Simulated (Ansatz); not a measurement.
A made-up structure of LiAlSi2H5 (charge +1), singlet:

Li1  (-1.877, 2.867, -3.233)
Si2  (-0.518, 1.874, -1.376)
Al3  (-0.231, -0.130, -0.198)
Si4  (0.460, -1.939, 1.338)
H5  (-0.578, 2.372, 0.064)
H6  (-3.345, 3.325, -2.829)
H7  (-0.333, -3.143, 0.987)
H8  (0.168, -1.476, 2.717)
H9  (1.911, -2.160, 1.128)
(Å)

It is relaxed with PBE-D4/def2-SVP and then PBE0-D4/def2-TZVP (Ansatz 0.2.0). Atoms count as bonded within 1.22 times the sum of their covalent radii (H–H: 0.88 Å). The end point is not checked to be a true minimum.

(1) Does its bonding change? (Judge from chemistry; the calculation decides.)

Results:

(1) Computed: Yes. Formed: Si2–H6; broken: Li1–H6.

Where it ends: The first stage lowers the energy by 3.36 eV in 19 steps. It ends as LiAlSi₂H₅ ([Li][SiH2][Al][SiH3]), total charge +1:
```csv
atom,x (Å),y (Å),z (Å)
Li1,-1.2209,3.1492,-3.7378
Si2,-1.2022,1.9997,-1.5102
Al3,-0.3231,0.1133,-0.4377
Si4,0.2948,-1.6890,1.1365
H5,-0.6539,2.6339,-0.2375
H6,-2.4516,1.4147,-0.8584
H7,-0.5329,-2.8707,0.7901
H8,0.0058,-1.1983,2.5061
H9,1.7404,-1.9630,0.9454
```

Labels in which every atom is bracketed show which atoms are joined, not bond orders.

For scale, one of the runs: PBE0-D4/def2-TZVP relaxation, 155 basis functions, launched by `ansatz run in.yaml --threads 2 --pin off --events-out ev --progress --plain --max-ram 4352MiB`. The run took about 51 s on 2 CPU threads of an Arm Neoverse V2 (shared host).
